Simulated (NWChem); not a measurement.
# GeN2H5F; SMILES [NH2][GeH]([NH2])[F]

```xyz
9

Ge     0.0481     0.0078    -0.2445
N      0.3772    -1.6358     0.4223
N     -1.5816     0.4942     0.3804
F      1.0899     1.2579     0.3995
H      0.3428     0.0034    -1.7523
H      0.2560    -1.7366     1.4257
H      1.2275    -2.0997     0.1195
H     -1.8139     1.4771     0.2759
H     -2.3624    -0.0814     0.0807
```
Atoms are numbered in this order, from 1.

Computed with NWChem. Pople sets run with spherical d functions. Coordinates come from a PBE0/def2-SVP optimisation. Vzz is the largest principal value of the second derivative of the potential at the nucleus (NWChem prints the opposite sign); η is the asymmetry. Non-relativistic.

| level | Vzz Ge1 (a.u.) | η Ge1 | Vzz N2 (a.u.) | η N2 | Vzz N3 (a.u.) | η N3 |
|---|---|---|---|---|---|---|
| PBE/def2-SVP | 1.044 | 0.58 | -0.859 | 0.21 | -0.888 | 0.19 |
| PBE/cc-pVTZ | (withheld) | 0.40 | (withheld) | (withheld) | (withheld) | (withheld) |
| Hartree-Fock/def2-SVP | 1.437 | 0.43 | -0.936 | 0.26 | -0.954 | 0.24 |
| Hartree-Fock/6-31G* | 1.328 | 0.42 | -0.882 | 0.22 | -0.899 | 0.20 |

Problem. Some entries are withheld; supply them.

Solution. 
- PBE/cc-pVTZ, Vzz Ge1 (a.u.): 1.172
- PBE/cc-pVTZ, Vzz N2 (a.u.): -0.839
- PBE/cc-pVTZ, η N2: 0.17
- PBE/cc-pVTZ, Vzz N3 (a.u.): -0.865
- PBE/cc-pVTZ, η N3: 0.14
